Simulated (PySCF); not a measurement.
C₇H₁₀O (charge +1 and doublet state).
Cartesian coordinates in Å at the GFN2-xTB level; atoms count from 1:
```
atom  x, y, z in Å
C1     2.151   -1.027   -0.522
C2     1.653    0.215   -0.501
C3     0.234    0.547   -0.194
C4     0.029    2.011    0.185
C5    -0.414   -0.355    0.809
C6    -1.486   -1.125    0.631
C7    -2.179   -1.240   -0.648
O8    -3.115   -1.899   -0.944
H9     3.196   -1.205   -0.712
H10    1.542   -1.900   -0.344
H11    2.289    1.059   -0.733
H12   -0.315    0.383   -1.159
H13   -1.018    2.222    0.387
H14    0.372    2.663   -0.616
H15    0.606    2.254    1.076
H16    0.047   -0.326    1.791
H17   -1.916   -1.712    1.433
H18   -1.684   -0.559   -1.410
```

The hyperfine couplings belong to this conformer and change with its torsions.

As a line formula: `[CH]([C@@H](/C=C\C=O)C)[CH2+]` [radical] (charge +1).

The calculation used PySCF 2.14.0, UKS B3LYP, pcH-1 on C H O, non-relativistic, mean-field spin-orbit, GIAO. Isolated species at its GFN2-xTB geometry (one conformer only). The geometry wasn't refined by DFT: couplings that depend on bond lengths, twists or pyramidal angles can differ widely from those at the functional's own minimum, by a factor of two or more for some ions and for spin on atoms past the first row. The SCF solution wasn't tested for stability.

What is the g tensor, term by term?

| Δg (ppm) | 1 | 2 | 3 |
| --- | --- | --- | --- |
| relativistic mass correction | -220 | -220 | -220 |
| gauge correction | 2 | 39 | 38 |
| orbital Zeeman/spin–orbit | 68 | 2496 | 4108 |
| total | -149 | 2315 | 3927 |

So g = 2.00217, 2.00463, 2.00625 and g_iso = 2.00435; the tensor is rhombic: the two nearest values differ by 40 % of g3 − g1. 

Average each term over the three axes. Which is largest in size?

The orbital-Zeeman/spin–orbit term 2224, the mass correction -220 and the gauge correction 26 ppm, for a total of 2031 ppm. The orbital-Zeeman/spin–orbit term is the largest in size. The mass correction is the same along every axis, so the anisotropy comes from the other two: their spans along these axes are 37 (gauge) and 4040 ppm (orbital Zeeman/spin–orbit).

What are the electron Larmor frequencies g μB B/h along the three axes at 350 mT?

9.8080, 9.8201, 9.8280 GHz for g1, g2 and g3, a range of 20.0 MHz.

At 9.542 GHz, how far is the centre of the isotropic spectrum from where a free electron (g = 2.002319) resonates?

B = hν/(g μB) with μB/h = 13.99624 MHz/mT gives 340.48 mT for the free electron and 340.14 mT at g_iso, 0.34 mT lower.

In a frozen sample, at which fields do the three g values resonate at 9.5, 34, 94 and 263 GHz (hyperfine left aside), and which band first spreads them over more than twice a line width of 1.0 mT?

```
band    GHz  B(g3) mT  B(g2) mT  B(g1) mT  spread mT
   X    9.5    338.32    338.59    339.01       0.69
   Q   34.0   1210.83   1211.80   1213.30       2.47
   W   94.0   3347.59   3350.28   3354.40       6.82
   J  263.0   9366.13   9373.66   9385.19      19.07
```

The spread grows in proportion to the frequency. Q band is the first where it exceeds 2.0 mT.

The largest Mulliken spin populations are on O8 (+0.42), C1 (+0.27), C2 (+0.10) and C6 (+0.09).

The HOMO–LUMO gaps are 5.37 eV among the α and 1.27 eV among the β orbitals.

On Arm Neoverse V2, one thread, no GPU, on a shared host, this took 1.8 min wall (with the writing of density and orbital grids) and 0.97 GiB of memory at its peak.

The SMILES draws the unpaired electron on C2; the largest computed Mulliken spin population is on O8 (0.42 against 0.10).
